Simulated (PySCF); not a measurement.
BBr2H2N.

```xyz
6

B      0.0000     0.0000    -0.6449
Br     0.0000     1.6769     0.3227
Br     0.0000    -1.6769     0.3227
N      0.0000     0.0000    -2.0310
H      0.0000    -0.8554    -2.5746
H      0.0000     0.8554    -2.5746
```
Charge 0, spin multiplicity 1.

Coordinates come from a B3LYP-D3(BJ)/def2-SVP optimisation. The values are those of a single conformer.

These are PBE0/pcSseg-1 in PySCF values and carry that method's errors. Non-relativistic, no solvent.

**Question.** Give the absolute GIAO shielding of each atom: isotropic value and principal components (ppm). (Estimate from the structure and the level; the computed values follow.)

**Answer.** 
```tsv
atom	σ(iso)	σ11	σ22	σ33	span
B1	59.3	38.3	58.5	81.3	43.0
Br2	2352.7	1940.4	2352.5	2765.1	824.7
Br3	2352.7	1940.4	2352.5	2765.1	824.7
N4	146.3	56.2	175.8	207.0	150.8
H5	27.1	20.9	24.8	35.5	14.6
H6	27.1	20.9	24.8	35.5	14.6
```
